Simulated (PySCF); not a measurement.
## C⁺ (carbon, charge +1): r2SCAN calculation

Configuration: [He] 2s1 2p1 3s1, high-spin 4P determinant (an excited configuration). Calculation: PySCF 2.14, in dyall-av2z; the non-relativistic Hamiltonian (point nucleus).

```
Total energy                                                  : -36.6722 hartree
One-electron energy                                           : -45.4427 hartree
Hartree (Coulomb) energy                                      : 13.4420 hartree
Exchange-correlation energy                                   : -4.6714 hartree
Kinetic energy                                                : 36.59714 hartree
⟨S²⟩                                                          : 3.7500
⟨L²⟩                                                          : 2.014
Sum of ⟨r⟩                                                    : 7.428 bohr
Sum of ⟨r²⟩                                                   : 24.63 bohr²
Traceless quadrupole moment −½Σ⟨3z² − r²⟩ along its main axis : -0.425 e·bohr²
Density at the nucleus (Gaussians lack the cusp)              : 122 bohr⁻³
Spin density at the nucleus                                   : 4.54 bohr⁻³
Langevin diamagnetic susceptibility                           : -19.5 ×10⁻⁶ cm³/mol
```

```tsv
shell	electrons	mean orbital energy (eV)	rms radius, mean of both spins (bohr)
1s α	1	-303.76	0.313
1s β	1	-302.18	0.313
2s α	1	-34.839	1.48
2p α	1	-26.757	1.46
3s α	1	-8.166	4.48
```

The outer electron is Rydberg-like, and this basis confines it to a smaller radius and binds it less than a complete one would.
